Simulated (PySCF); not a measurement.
## Two-photon absorption: SMILES C[PH2+]c1cccc(F)c1, [C$_{7}$H$_{9}$FP]+, charge +1

Molfile (atoms numbered from 1):
```
C7H9FP
     RDKit          3D

 18 18  0  0  0  0  0  0  0  0999 V2000
   -2.8028    0.2519   -0.5787 C   0  0  0  0  0  0  0  0  0  0  0  0
   -1.7074   -0.4501    0.6690 P   0  0  0  0  0  0  0  0  0  0  0  0
    0.0327   -0.1981    0.3134 C   0  0  0  0  0  0  0  0  0  0  0  0
    0.7324   -1.1442   -0.4364 C   0  0  0  0  0  0  0  0  0  0  0  0
    2.0676   -0.9263   -0.7323 C   0  0  0  0  0  0  0  0  0  0  0  0
    2.7082    0.2190   -0.2895 C   0  0  0  0  0  0  0  0  0  0  0  0
    1.9960    1.1469    0.4576 C   0  0  0  0  0  0  0  0  0  0  0  0
    2.6037    2.2469    0.8926 F   0  0  0  0  0  0  0  0  0  0  0  0
    0.6591    0.9609    0.7688 C   0  0  0  0  0  0  0  0  0  0  0  0
   -2.5920   -0.2052   -1.5479 H   0  0  0  0  0  0  0  0  0  0  0  0
   -3.8451    0.0705   -0.3118 H   0  0  0  0  0  0  0  0  0  0  0  0
   -2.6303    1.3278   -0.6536 H   0  0  0  0  0  0  0  0  0  0  0  0
   -1.9583   -1.7977    0.7809 H   0  0  0  0  0  0  0  0  0  0  0  0
   -2.0132    0.0974    1.8933 H   0  0  0  0  0  0  0  0  0  0  0  0
    0.2381   -2.0430   -0.7771 H   0  0  0  0  0  0  0  0  0  0  0  0
    2.6154   -1.6547   -1.3089 H   0  0  0  0  0  0  0  0  0  0  0  0
    3.7486    0.4012   -0.5076 H   0  0  0  0  0  0  0  0  0  0  0  0
    0.1385    1.7031    1.3566 H   0  0  0  0  0  0  0  0  0  0  0  0
  1  2  1  0
  2  3  1  0
  3  4  2  0
  4  5  1  0
  5  6  2  0
  6  7  1  0
  7  8  1  0
  7  9  2  0
  9  3  1  0
  1 10  1  0
  1 11  1  0
  1 12  1  0
  2 13  1  0
  2 14  1  0
  4 15  1  0
  5 16  1  0
  6 17  1  0
  9 18  1  0
M  CHG  1   2   1
M  END
```

Method: PySCF 2.14.0, TDDFT B3LYP/def2-SVPD excited states, vertical, gas phase. Geometry: GFN2-xTB.

Q: How strongly do the lowest singlets absorb one photon, and two photons of half the energy?

A: δ for parallel linear polarisation; σ at the peak of a Lorentzian of half width 0.1 eV, single beam; Ω is circular over linear.
| state | E (eV) | f | photon λ (nm) | δ (au) | σ (GM) | Ω | main |
| --- | --- | --- | --- | --- | --- | --- | --- |
| S1 | 4.91 | 0.045 | 505 | 18.8 | 0.17 | 1.11 | HOMO→LUMO 0.84, HOMO−1→LUMO+1 0.11 |
| S2 | 5.58 | 0.067 | 444 | 91.1 | 1.04 | 1.08 | HOMO−1→LUMO 0.61, HOMO→LUMO+1 0.33 |
| S3 | 5.92 | 0.006 | 419 | 2.6 | 0.03 | 1.41 | HOMO→LUMO+2 0.94 |
| S4 | 6.20 | 0.221 | 400 | 117 | 1.65 | 0.53 | HOMO→LUMO+1 0.39, HOMO→LUMO+4 0.24 |
| S5 | 6.39 | 0.043 | 388 | 140 | 2.09 | 0.56 | HOMO→LUMO+3 0.59, HOMO−1→LUMO+1 0.30 |

Among these, the strongest one-photon state is S4, the strongest two-photon state S5.
